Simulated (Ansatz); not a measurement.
Isolated molecules relaxed with PBE0-D4/def2-TZVP in Ansatz; ΔE leaves out vibrations. CBS: MP2 limit from def2 TZ/QZ plus the TZ coupled-cluster correction, frozen cores. DFT in def2-TZVPP. B3LYP here is the variant with VWN-RPA as its local correlation; programs differ in this. Elements past krypton have def2 core potentials. For Sn outer-core shells are correlated without core-valence functions, which leaves a few kJ/mol of doubt a bond. One conformer a species, not always the lowest.

`Cl[Si](Cl)(Cl)[SnH3]` + `S[SiH2]Cl` → `Cl[SiH2]S[Si](Cl)(Cl)Cl` + `[SnH4]`  (cleavage of the Si–Sn bond)

`Cl[Si](Cl)(Cl)[SnH3]`:

```xyz
8

Cl   -1.740    0.442   -2.052
Si   -0.487   -0.672   -0.880
Cl   -1.570   -2.225   -0.104
Cl    0.963   -1.462   -2.089
Sn    0.543    0.752    0.983
H    -0.710    1.374    1.952
H     1.574   -0.232    1.914
H     1.426    2.024    0.276
```

`S[SiH2]Cl`:

Z-matrix (Å, degrees):
```
Si
Cl 1 2.054
S 1 2.120 2 112.9
H 1 1.478 2 108.5 3 -116.6
H 1 1.479 2 106.5 3 122.3
H 3 1.344 1 94.3 2 70.4
```

`Cl[SiH2]S[Si](Cl)(Cl)Cl`:

Z-matrix (Å, degrees):
```
Si
S 1 2.138
Cl 1 2.044 2 112.6
H 1 1.478 2 103.5 3 117.9
H 1 1.475 2 111.2 3 -121.3
Si 2 2.111 1 102.3 3 57.5
Cl 6 2.028 2 106.6 1 157.4
Cl 6 2.027 2 112.0 1 -84.1
Cl 6 2.033 2 112.3 1 37.6
```

`[SnH4]`:

Cartesian coordinates in Å:
```
Sn 0.000 0.000 0.000
H 0.787 1.416 0.527
H -1.208 -0.429 1.122
H 1.133 -1.266 -0.127
H -0.712 0.279 -1.523
```

Task: Is it downhill or uphill in electronic energy at CCSD(T)/CBS, and by how much? (Best estimate.)

Result: The calculation gave: Downhill: ΔE = -0.34 eV.

Task: What do these levels give: PBE-D4, r2SCAN-D4, B3LYP-D4, ωB97X-V, ωB97M-V, B2PLYP, HF/def2-TZVPP, CCSD/def2-TZVPP, HF/def2-QZVPP, MP2/def2-QZVPP, HF/CBS(def2), CCSD/CBS(def2)? (Estimate.)

Result: The calculation gave: PBE-D4 -0.32, r2SCAN-D4 -0.38, B3LYP-D4 -0.37, ωB97X-V -0.38, ωB97M-V -0.41, B2PLYP -0.30, HF/def2-TZVPP -0.28, CCSD/def2-TZVPP -0.34, HF/def2-QZVPP -0.28, MP2/def2-QZVPP -0.42, HF/CBS(def2) -0.27, CCSD/CBS(def2) -0.30 eV.

Largest T1 diagnostic among the species: 0.013.

From PBE to PBE0 (25 % exact exchange), in def2-TZVPP and without D4, ΔE moves by −0.05 eV. The D4 term adds −0.17 eV with B3LYP and −0.09 eV with PBE0; it sums over pairs of atoms, weighted by their polarisabilities, and B3LYP, whose exchange is more repulsive, gets the larger term. In def2-TZVPP, CCSD(T) changes the Hartree–Fock value by −0.09 eV (the triples alone add −0.03 eV) and MP2 by −0.17 eV.
